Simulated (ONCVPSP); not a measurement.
## Scattering properties, ONCV potential for silicon

silicon, optimised norm-conserving Vanderbilt (ONCV), made with ONCVPSP 4.0.1 (PBEsol, scalar-relativistic). Core [He], reference 2s2 2p6 3s2 3p0.5 (charge +1.5). Waves: 2s+3s: rc 1.10 bohr, ncon 5, nbas 8, qcut 13.4 1/bohr, 2 projectors; 2p+3p: rc 1.05 bohr, ncon 3, nbas 6, qcut 11.4 1/bohr, 2 projectors. Local part: polynomial inside 0.70 bohr (lpopt 1, dvloc0 0 Ha). Core correction: Teter function, fcfact 2.75, rcfact 1.75.

The phase is arctan(r·R′/R) of the radial function R(r), unwrapped; energies in Ha, scanned from -7 to 5 Ha. A pole is an energy at which the radial function vanishes at the test radius. The pseudo phase is shifted by a multiple of π to meet the all-electron one at the reference energy, and phase errors are pseudo minus all-electron; the curves can meet again beyond the range given. Levels narrower than the energy grid can be missing from the lists of poles.

For each channel, where are the poles, and over which energies does the pseudopotential scatter like the atom?

```
channel  radius (bohr)  reference energy (Ha)  poles, all-electron  poles, pseudo  unbroken range about the reference energy with phases within 0.05 rad  phase error 1 Ha above the reference energy (rad)
      s           1.12                  -0.87                -5.17          -5.17                                                        the whole range                                             +0.000
      p           1.06                  -0.59                -3.48          -3.48                                                        the whole range                                             +0.000
```

Phases in the s channel:

```
E (Ha)  all-electron  pseudo
 -6.96         0.755   0.755
 -6.32        -0.210  -0.210
 -5.68        -1.311  -1.311
 -5.04        -1.609  -1.609
 -4.40        -1.740  -1.741
 -3.76        -1.830  -1.830
 -3.12        -1.910  -1.910
 -2.48        -1.996  -1.996
 -1.84        -2.100  -2.100
 -1.20        -2.243  -2.243
 -0.56        -2.452  -2.452
  0.08        -2.769  -2.769
  0.72        -3.198  -3.199
  1.36        -3.630  -3.631
  2.00        -3.949  -3.950
  2.64        -4.158  -4.159
  3.28        -4.295  -4.296
  3.92        -4.390  -4.391
  4.56        -4.459  -4.461
```
